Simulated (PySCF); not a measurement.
**Spin-rotation constants: SMILES C=C/N=C1\CCC(=O)C1, C7H9NO**

Geometry:
| atom | x (Å) | y (Å) | z (Å) |
| --- | --- | --- | --- |
| C1 | 2.919 | -0.145 | 0.501 |
| C2 | 2.341 | -0.525 | -0.634 |
| N3 | 1.229 | 0.041 | -1.206 |
| C4 | 0.098 | 0.192 | -0.679 |
| C5 | -0.402 | -0.302 | 0.660 |
| C6 | -1.913 | -0.429 | 0.491 |
| C7 | -2.288 | 0.487 | -0.657 |
| O8 | -3.402 | 0.834 | -0.939 |
| C9 | -1.025 | 0.878 | -1.394 |
| H10 | 2.491 | 0.622 | 1.124 |
| H11 | 3.866 | -0.552 | 0.807 |
| H12 | 2.809 | -1.256 | -1.284 |
| H13 | -0.165 | 0.449 | 1.416 |
| H14 | 0.090 | -1.231 | 0.950 |
| H15 | -2.481 | -0.179 | 1.387 |
| H16 | -2.193 | -1.444 | 0.198 |
| H17 | -0.904 | 1.964 | -1.363 |
| H18 | -1.079 | 0.604 | -2.448 |

Theory: GIAO HF/pcSseg-1 magnetisability, rotational g tensor and spin-rotation constants, non-relativistic, gas phase (PySCF 2.14.0). Geometry: GFN2-xTB.

Problem. Give the nuclear spin-rotation constants along the inertial axes (H = +C I·J) beside the isotropic shieldings.

Solution. Rotational constants 4.8933, 0.9067, 0.8039 GHz. A star marks the isotopologue with that one atom substituted, in its own axes.
| atom | isotope | Caa (kHz) | Cbb (kHz) | Ccc (kHz) | mean (kHz) | σ (ppm) |
| --- | --- | --- | --- | --- | --- | --- |
| N3 | 14N | 1.572 | 0.173 | 0.039 | 0.595 | -98.8 |
| H10 | 1H | -0.327 | -0.091 | 0.012 | -0.135 | 27.8 |
| H11 | 1H | 0.313 | -0.095 | -0.087 | 0.044 | 27.6 |
| H12 | 1H | -0.158 | -0.086 | 0.021 | -0.074 | 24.9 |
| H13 | 1H | -0.540 | -0.076 | 0.001 | -0.205 | 29.7 |
| H14 | 1H | -0.305 | -0.052 | -0.051 | -0.136 | 29.3 |
| H15 | 1H | -0.435 | -0.014 | -0.068 | -0.173 | 29.6 |
| H16 | 1H | -0.609 | -0.088 | 0.020 | -0.226 | 29.9 |
| H17 | 1H | -0.578 | -0.074 | 0.011 | -0.214 | 29.1 |
| H18 | 1H | -0.572 | -0.001 | -0.051 | -0.208 | 29.0 |
| C1 | 13C* | 1.732 | 0.143 | 0.211 | 0.696 | 90.8 |
| C2 | 13C* | 2.189 | 0.192 | 0.269 | 0.883 | 42.8 |
| C4 | 13C* | 2.207 | 0.420 | 0.157 | 0.928 | 18.5 |
| C5 | 13C* | 0.779 | 0.119 | 0.113 | 0.337 | 166.5 |
| C6 | 13C* | 0.819 | 0.121 | 0.140 | 0.360 | 156.9 |
| C7 | 13C* | 2.463 | 0.498 | 0.195 | 1.052 | -23.8 |
| O8 | 17O* | -5.288 | -0.602 | -0.024 | -1.971 | -325.8 |
| C9 | 13C* | 0.772 | 0.160 | 0.140 | 0.358 | 149.7 |

For the geometry as given, no vibrational averaging.
